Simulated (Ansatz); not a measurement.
Li₃S⁺, 4 atoms. Hardware: 2 threads of Arm Neoverse V1 on a shared host.

Correlated methods freeze 5 core orbitals; core or outer-core shells of Li are correlated, in sets that lack core-valence functions.

(1) How many basis functions does each of these Ansatz runs have, and roughly what does it cost? ωB97X-V/def2-TZVP, charge 1 singlet, energy, from earlier orbitals; r2SCAN0-D4/def2-TZVP, charge 0 doublet at the geometry of the charge 1 singlet, energy, from earlier orbitals; BLYP-D4/def2-TZVP, charge 1 singlet, energy, from earlier orbitals; HSE06-D4/def2-TZVP, charge 1 triplet, energy, from earlier orbitals; r2SCANh-D4/def2-TZVP, charge 1 triplet, energy, from earlier orbitals; MP2/def2-QZVPP, charge 1 singlet, energy, from earlier orbitals; HF/def2-TZVP, charge 1 triplet, energy, from earlier orbitals; HF/STO-3G, charge 1 quintet, energy, from earlier orbitals; PBE-D4/def2-TZVP, charge 1 quintet, energy, from earlier orbitals; HF/def2-TZVP, charge 1 singlet, energy, from earlier orbitals; MP2/def2-QZVPP, charge 1 triplet, energy, from earlier orbitals; PBE0-D4/def2-TZVP, charge 1 unrestricted singlet, energy, from earlier orbitals.

Answers

(1) Other jobs shared the machine, so times can vary by a factor of up to 3. A dash marks memory too small to be measured apart from the calling script's.

```
                                                                                                          run  functions  fitting or Cholesky vectors  wall time  peak host memory (GiB)
                                                   HF/STO-3G, charge 1 quintet, energy, from earlier orbitals         24                          273      0.1 s                       –
                                                HF/def2-TZVP, charge 1 singlet, energy, from earlier orbitals         79                          769     0.25 s                       –
                                                HF/def2-TZVP, charge 1 triplet, energy, from earlier orbitals         79                          769     0.55 s                       –
                                           BLYP-D4/def2-TZVP, charge 1 singlet, energy, from earlier orbitals         79                          648     0.85 s                       –
                                            PBE-D4/def2-TZVP, charge 1 quintet, energy, from earlier orbitals         79                          648      1.2 s                       –
                              PBE0-D4/def2-TZVP, charge 1 unrestricted singlet, energy, from earlier orbitals         79                          658      1.6 s                       –
                                          HSE06-D4/def2-TZVP, charge 1 triplet, energy, from earlier orbitals         79                          658      1.6 s                       –
                                              MP2/def2-QZVPP, charge 1 singlet, energy, from earlier orbitals        175                          997      1.7 s                       –
                                           ωB97X-V/def2-TZVP, charge 1 singlet, energy, from earlier orbitals         79                          658      2.5 s                       –
                                              MP2/def2-QZVPP, charge 1 triplet, energy, from earlier orbitals        175                          993      2.8 s                       –
r2SCAN0-D4/def2-TZVP, charge 0 doublet at the geometry of the charge 1 singlet, energy, from earlier orbitals         79                          658      3.4 s                       –
                                        r2SCANh-D4/def2-TZVP, charge 1 triplet, energy, from earlier orbitals         79                          648      3.6 s                       –
```
